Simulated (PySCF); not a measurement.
Two species compared at the same levels of theory.

First species: C5H6N2Si.
InChI=1S/C5H6N2Si/c1-2-5-3-6-4-7(5)8/h1,3-4H,8H3

Second species: C7H8F2.
InChI=1S/C7H8F2/c1-5-4-6(8)2-3-7(5)9/h2,4,7H,3H2,1H3/t7-/m0/s1

Levels: B3LYP/def2-SVPD for dipole moment, HOMO energy, LUMO energy, HOMO–LUMO gap, static isotropic polarisability and electronic spatial extent ⟨r²⟩ about the centre of nuclear charge; TDDFT B3LYP/def2-SVPD for lowest singlet excitation; TDA B3LYP/def2-SVPD for lowest triplet excitation (Tamm–Dancoff); GFN2-xTB for rotational constant A and rotational constant C. Geometries: GFN2-xTB. All species are isolated and taken at one optimised geometry, non-relativistic unless stated; the electronic structure was computed with PySCF and density fitting.

Task: Which has the higher static isotropic polarisability?

Result: The first: 96.6 au against 82.9 au, a difference of 13.7 au.

Task: Which of the two has the higher dipole moment, and by how much?

Result: The first: 3.22 D against 2.55 D, a difference of 0.67 D.

Task: Which has the higher rotational constant A?

Result: The second: 2.419 GHz against 2.190 GHz, a difference of 0.229 GHz.

Task: Which of the two has the higher T1 energy, and by how much?

Result: The first: 3.55 eV against 2.88 eV, a difference of 0.67 eV.

Task: Which of the two has the higher LUMO energy, and by how much?

Result: The first: -0.90 eV against -1.42 eV, a difference of 0.52 eV.

Task: Which of the two has the higher HOMO–LUMO gap, and by how much?

Result: The first: 5.49 eV against 4.98 eV, a difference of 0.51 eV.

Task: Which has the higher ⟨r²⟩?

Result: The second: 1176 bohr² against 1090 bohr², a difference of 86 bohr².

Task: Which has the higher S1 energy?

Result: The first: 5.12 eV against 4.65 eV, a difference of 0.47 eV.

On the first: The polarisability is 14.32 Å³ as a volume (1 au = 0.148185 Å³), or 1.51 au for each of the 64 electrons.

On the second: No computed singlet falls in the visible range (750 to 380 nm, 1.65 to 3.26 eV); S1 lies 1.39 eV above its blue end. The vertical singlet–triplet gap S1 − T1 is 1.77 eV (TDDFT singlet less Tamm–Dancoff triplet; S1: HOMO→LUMO, weight 0.97; T1: HOMO→LUMO, weight 0.96).
